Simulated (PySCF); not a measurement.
# Peak assignment

Numbering as in the mapped SMILES `[SiH3:1][O:2][SiH2:3][CH:4]1[CH2:5][CH2:6]1`; H(Xn) means a hydrogen on atom n. Ha(C5), Ha(C6) are cis to Si3 on the ring; Hb(C5), Hb(C6) are trans to Si3 on the ring.

Theory: shielding tensors at PBE0/pcSseg-1 (GIAO), GFN2-xTB structure, in PySCF 2.14.0 with density-fitted response routines (averaged over atoms made equivalent by symmetry, fast rotation or ring inversion, relativity neglected, one conformer, gas phase).

Shifts are taken against calculated references (same method and geometry level): ¹³C and ¹H vs TMS.

(1) Assign these signals to the numbered atoms. ¹³C{¹H} NMR (computed): δ 2.5, -0.8.

(2) Assign these signals to the numbered atoms. ¹H NMR (300 MHz, computed): δ 5.21 (d, 2H), 5.09 (s, 3H), 0.70 (m, 2H), 0.46 (m, 2H), -0.51 (m, 1H).

Results:

(1) 
| δ (ppm) | atoms | environment | reason |
| --- | --- | --- | --- |
| 2.5 | C5/C6 | three-membered-ring carbon | carbons of three-membered rings are unusually shielded |
| -0.8 | C4 | three-membered-ring carbon | – |

(2) 
| δ (ppm) | atoms | environment | reason |
| --- | --- | --- | --- |
| 5.21 | H(Si3) | hydrogen on a silicon bonded to C, O | – |
| 5.09 | H(Si1) | hydrogen on a silicon bonded to O | – |
| 0.70 | Hb(C5)/Hb(C6) | hydrogen on a three-membered-ring carbon | cyclopropane-type protons are shielded by the ring |
| 0.46 | Ha(C5)/Ha(C6) | hydrogen on a three-membered-ring carbon | – |
| -0.51 | H(C4) | hydrogen on a three-membered-ring carbon | – |

H(Si3) and H(Si1) lie closer than the usual error of such a calculation, so a measured spectrum could show them in the other order.

Shifts are as computed. Against solution values, carbons near 30 ppm lie about +3 ppm off and those near 130 ppm about +5 ppm. Of 1211 compounds with measured shifts, 218 miss one by over three times the rms of a fit or turn the order of signals round; such compounds aren't used in these exercises. Multiplicities follow the n + 1 count of equivalent neighbours, as no J values were calculated; m marks all less simple cases, F and P coupling included.
